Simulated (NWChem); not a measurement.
**Basis-set convergence for CClF**

```xyz
3

F      0.2557    -1.4846     0.0000
C     -0.6929    -0.5893     0.0000
Cl     0.1092     0.9939     0.0000
```
Charge 0, spin multiplicity 1.

All runs are NWChem calculations. All single points use one geometry, from PBE/def2-SVP, a minimum by its harmonic frequencies.

Quantity: vertical ionisation energy at the level ΔPBE (Δ: difference of total energies, the cation a doublet at the parent's geometry with its hole in an orbital of symmetry a' (Cs labels); it is the state that the SCF runs reached, from PBE0 orbitals for Hartree-Fock references, and need not be the lowest).

The Pople sets run with spherical d functions. The structure started from a generated list of species. The stability of the SCF solutions was not checked.

The cost column gives rough processor time relative to STO-3G; each entry includes its own SCF.

```json
[
 {"basis": "STO-3G", "functions": "19", "vertical ionisation energy (eV)": "?", "relative cost": "1"},
 {"basis": "pcseg-1", "functions": "46", "vertical ionisation energy (eV)": "10.79", "relative cost": "under 3"},
 {"basis": "cc-pVDZ", "functions": "46", "vertical ionisation energy (eV)": "10.60", "relative cost": "3"},
 {"basis": "def2-SVPD", "functions": "70", "vertical ionisation energy (eV)": "10.78", "relative cost": "under 3"},
 {"basis": "aug-cc-pVDZ", "functions": "73", "vertical ionisation energy (eV)": "10.76", "relative cost": "5"},
 {"basis": "6-311++G**", "functions": "74", "vertical ionisation energy (eV)": "?", "relative cost": "3"},
 {"basis": "pcseg-2", "functions": "94", "vertical ionisation energy (eV)": "10.73", "relative cost": "5"},
 {"basis": "cc-pVTZ", "functions": "94", "vertical ionisation energy (eV)": "?", "relative cost": "7"},
 {"basis": "aug-cc-pVTZ", "functions": "142", "vertical ionisation energy (eV)": "10.73", "relative cost": "20"},
 {"basis": "def2-QZVP", "functions": "184", "vertical ionisation energy (eV)": "10.70", "relative cost": "40"}
]
```

Task: Complete the blanks.

Result: 
- STO-3G, vertical ionisation energy (eV): 8.72
- 6-311++G**, vertical ionisation energy (eV): 10.81
- cc-pVTZ, vertical ionisation energy (eV): 10.67
